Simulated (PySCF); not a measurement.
**RuO₂Br + HCl → RuO₂Cl + HBr**

Level: PBE0 in the def2-TZVP basis family, computed in PySCF with density fitting; scalar-relativistic core potentials for atoms from Rb on, none lighter, no spin–orbit coupling; open shells unrestricted.

```json
{"species": "RuO₂Br", "state and structure": "doublet, C2v, Ru–Br 2.329 Å, Ru–O 1.647 Å (×2); Br–Ru–O 115.1° (×2), O–Ru–O 129.7°", "E (Eh)": "-2819.11228", "ZPE (kJ/mol)": "17.6", "H(298 K) − H(0) (kJ/mol)": "15.8", "S° (J/(mol K))": "327.4"}
{"species": "HCl", "state and structure": "singlet, C∞v, H–Cl 1.279 Å", "E (Eh)": "-460.66440", "ZPE (kJ/mol)": "17.9", "H(298 K) − H(0) (kJ/mol)": "8.7", "S° (J/(mol K))": "186.6"}
{"species": "RuO₂Cl", "state and structure": "doublet, C2v, Ru–Cl 2.188 Å, Ru–O 1.646 Å (×2); Cl–Ru–O 115.7° (×2), O–Ru–O 128.7°", "E (Eh)": "-705.31175", "ZPE (kJ/mol)": "18.5", "H(298 K) − H(0) (kJ/mol)": "15.3", "S° (J/(mol K))": "316.1"}
{"species": "HBr", "state and structure": "singlet, C∞v, H–Br 1.421 Å", "E (Eh)": "-2574.45811", "ZPE (kJ/mol)": "16.0", "H(298 K) − H(0) (kJ/mol)": "8.7", "S° (J/(mol K))": "198.5"}
```

What is the electronic reaction energy?

At PBE0/def2-TZVP, ΔE = 17.9 kJ/mol from the differences of the total energies times 2625.5, uphill. 

Add zero-point, thermal and entropy terms for 298.15 K and 1 bar.

ΔZPE = -1.0 and Δ[H(298) − H(0)] = -0.5 kJ/mol give ΔH° = 16.4 kJ/mol. ΔS° = 0.6 J/(mol K), so ΔG° = 16.4 − 298.15 × (0.0006) = 16 kJ/mol and log₁₀K = -2.8.

Open d or f shells are single determinants, so the state found may not be the ground state. Only the bonding shown was studied: isomers, or loss of a ligand pair, can lie lower.
